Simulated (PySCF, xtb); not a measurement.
2-bromopropane (C3H7Br), SMILES CC(C)Br.

Harmonic wavenumbers (cm⁻¹) from GFN2-xTB run with xtb 6.7.1 at its own minimum, in rising order: 218, 240, 276, 278, 403, 527, 926, 951, 978, 1073, 1151, 1162, 1236, 1300, 1409, 1420, 1480, 1485, 1489, 1496, 2956, 3018, 3023, 3030, 3035, 3039, 3041.

Problem. What does PySCF with B3LYP-D3(BJ)/def2-SVP give at its own minimum? (Estimate from the structure and the level; the computed values follow.)

Solution. 251, 268, 288, 302, 408, 538, 895, 937, 949, 1051, 1147, 1172, 1243, 1347, 1395, 1403, 1453, 1458, 1463, 1479, 3025, 3030, 3099, 3107, 3116, 3138, 3141. Paired by order, the mean absolute difference is 34 cm⁻¹ and the zero-point energies are 58.1 and 58.8 kcal/mol.
